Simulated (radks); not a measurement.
The numbers below are computed, except where a source is named.
Spherical jellium clusters: N electrons in a uniform positive sphere of charge N and radius rs N^(1/3), rs = 5.12 bohr. Level of theory: non-relativistic Kohn-Sham, LDA (Slater exchange, Perdew-Wang correlation), spin-polarised, spherical densities (a radial shooting solver with Libxc functionals). Levels are named by radial order and angular momentum (1s, 1p, 1d, 2s, ...), and open shells are averaged over m.

N = 22, configuration 1s2 1p6 1d10 2s2 1f(up 2, down 0). This is the lowest configuration that the search found. Occupied and some empty levels:

| level | occupation | eigenvalue (eV) | <r> (bohr) |
|---|---|---|---|
| 1s up | 1 | -3.8264 | 9.339 |
| 1s down | 1 | -3.7622 | 9.149 |
| 1p up | 3 | -3.4260 | 10.58 |
| 1p down | 3 | -3.3436 | 10.50 |
| 1d up | 5 | -2.8717 | 11.48 |
| 1d down | 5 | -2.7802 | 11.45 |
| 2s up | 1 | -2.4247 | 8.831 |
| 2s down | 1 | -2.3867 | 8.931 |
| 1f up | 2 | -2.1935 | 12.25 |
| 1f down | 0 | -2.0990 | 12.27 |
| 2p up | 0 | -1.6214 | 10.77 |
| 2p down | 0 | -1.5790 | 10.81 |
| 1g up | 0 | -1.4172 | 13.02 |
| 1g down | 0 | -1.3246 | 13.08 |
| 2d up | 0 | -0.85626 | 13.05 |
| 2d down | 0 | -0.81168 | 13.13 |

Energy (eV): total -40.2308, kinetic 24.543, external -1095.4, Hartree 545.26, exchange-correlation -65.469, background 550.81.
